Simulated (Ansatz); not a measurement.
`FC(F)C(F)C(F)(F)F` → `F[C]F` + `FCC(F)(F)F` at 700 K and 1 bar (formal loss of a carbene).

Isolated molecules relaxed with PBE0-D4/def2-TZVP in Ansatz; ΔE leaves out vibrations. CCSD(T)/CBS adds triple-zeta CCSD(T) − MP2 to the extrapolated MP2 energy (def2 sets, frozen cores). This one scheme is used for every species. One conformer a species, not always the lowest.

```csv
species,CCSD(T)/CBS energy (Eh),H − E (kJ/mol),S (J/(mol·K))
`FC(F)C(F)C(F)(F)F`,-714.10043,244.7,518.4
`F[C]F`,-237.54028,47.1,278.6
`FCC(F)(F)F`,-476.47126,181.8,408.9
```

H − E and S are ideal-gas, rigid-rotor, harmonic terms from PBE0-D4/def2-TZVP, for one conformer and one mirror image of each species. 1 Eh = 2625.50 kJ/mol, R = 8.31446 J/(mol·K).

Question: By hand: ΔE, ΔH, ΔS and ΔG.

Answer: ΔE = (-237.54028) + (-476.47126) − (-714.10043) = 0.08889 Eh = 233.4 kJ/mol. Δ(H − E) = 47.1 + 181.8 − 244.7 = -15.8, so ΔH = 217.6 kJ/mol. ΔS = 278.6 + 408.9 − 518.4 = 169.1 J/(mol·K). ΔG = 217.6 − 700 × (169.1)/1000 = 99.2 kJ/mol.

Question: By hand: the equilibrium constant, and the temperature at which ΔG would vanish if ΔH and ΔS stayed fixed.

Answer: log₁₀ K = −ΔG/(RT ln 10) = -7.4. ΔG = 0 at ΔH/ΔS = 1287 K.

The number of gas molecules changes by +1, which sets the sign of ΔS. A doubt of 5 kJ/mol in ΔE shifts log₁₀ K by 0.4 here. Other conformers and mirror images would add mixing entropy, several J/(mol·K) or more a flexible species. Modes under 60 cm⁻¹, often nearly free rotors, make the harmonic entropy too high. These are equilibria of isolated gas molecules and say nothing of rates. Largest T1 diagnostic: 0.017 (customary marks: 0.02 for closed shells, 0.045 for open ones).
